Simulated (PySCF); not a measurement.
**Ionisation energy of Mn by level of theory**

Mn [Ar] 3d5 4s2 (6S) → Mn⁺ [Ar] 3d5 4s1 (7S), as a difference of total energies. Computed with PySCF 2.14 in pcseg-2, with no relativity, point nucleus. Correlated levels: valence: [Ar] frozen. The calculations carry no spin-orbit coupling.

**Question.** Order these methods by the ionisation energy they give, lowest first.
A. SCS-MP2 (valence)
B. UHF
C. MP2 (valence)
D. M06-L

**Answer.** B (5.973 eV), C (6.873 eV), A (7.072 eV), D (7.542 eV).

These non-relativistic numbers lack the scalar-relativistic shift.

Errors of the correlated levels include the incompleteness of this basis and the frozen core.

MP2 underrates the near-degeneracy of ns² with np² in the lower species.

For comparison: 7.434 eV (measured; NIST Atomic Spectra Database, ionization energies).
